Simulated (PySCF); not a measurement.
From one molecule to another.

First species: C₅H₂FNO₂.
Atom-mapped SMILES: `[N:1]#[C:2][C@@H:3]([F:4])[C:5]#[C:6][C:7](=[O:8])[OH:9]` (hydrogens: H10 on C3; H11 on O9)

Structure used (PBE0-D3(BJ)/def2-SVP), in Å, numbered top down from 1:
```xyz
11
C5H2FNO2 angstrom
N     -3.0451    1.1835    1.6046
C     -2.5265    0.5493    0.7900
C     -1.8881   -0.2768   -0.2504
F     -2.3284    0.1101   -1.4825
C     -0.4333   -0.1956   -0.1478
C      0.7728   -0.1569   -0.0603
C      2.2151   -0.1407    0.1244
O      2.7613   -0.5982    1.0902
O      2.8376    0.4365   -0.9005
H     -2.1989   -1.3257   -0.0856
H      3.7879    0.4080   -0.7044
```

Second species: CH3Br.
InChI=1S/CH3Br/c1-2/h1H3

Levels: CAM-B3LYP/def2-SVPD for dipole moment, HOMO energy, LUMO energy, HOMO–LUMO gap, static isotropic polarisability and electronic spatial extent ⟨r²⟩ about the centre of nuclear charge; TDDFT CAM-B3LYP/def2-SVPD for lowest singlet excitation; PBE0-D3(BJ)/def2-SVP for rotational constant A and rotational constant C. Geometries: PBE0-D3(BJ)/def2-SVP. All species are isolated and taken at one optimised geometry, non-relativistic unless stated. Electronic properties by PySCF.

Dipoles, sizes and rotational constants follow the conformer. The torsions of the flexible species, by atom-mapped SMILES:
- `[N:1]#[C:2][C@@H:3]([F:4])[C:5]#[C:6][C:7](=[O:8])[OH:9]`: H–O9–C7–C6 180°

Values for the first species:

| Quantity | Value |
| --- | --- |
| Dipole moment | 3.21 D |
| HOMO energy | -10.52 eV |
| LUMO energy | -1.07 eV |
| HOMO–LUMO gap | 9.45 eV |
| Lowest singlet excitation | 5.06 eV |
| Static isotropic polarisability | 70.9 au |
| Electronic spatial extent ⟨r²⟩ about the centre of nuclear charge | 1647 bohr² |
| Rotational constant A | 3.460 GHz |
| Rotational constant C | 0.619 GHz |

Task: Estimate the same properties for the second species, and the change in each.

Result: 
| property | first | second | second less first |
| --- | --- | --- | --- |
| dipole moment | 3.21 D | 1.88 D | -1.33 D |
| HOMO energy | -10.52 eV | -9.34 eV | +1.18 eV |
| LUMO energy | -1.07 eV | 0.67 eV | +1.74 eV |
| HOMO–LUMO gap | 9.45 eV | 10.01 eV | +0.56 eV |
| lowest singlet excitation | 5.06 eV | 6.19 eV | +1.13 eV |
| static isotropic polarisability | 70.9 au | 36.3 au | -34.6 au |
| electronic spatial extent ⟨r²⟩ about the centre of nuclear charge | 1647 bohr² | 175 bohr² | -1472 bohr² |
| rotational constant A | 3.460 GHz | 154.729 GHz | +151.269 GHz |
| rotational constant C | 0.619 GHz | 9.653 GHz | +9.034 GHz |

On the first: In atomic units the dipole is 1.26 e·bohr (1 au = 2.5417 D). A dipole of 3.21 D is allowed in C1, and pure rotational transitions are dipole-allowed.

On the second: Point group C3v permits a dipole; with 1.88 D the species has a pure rotational spectrum. No computed singlet falls in the visible range (750 to 380 nm, 1.65 to 3.26 eV); S1 lies 2.93 eV above its blue end. The calculation is non-relativistic and has no spin–orbit coupling, an omission that weighs most on bromine.
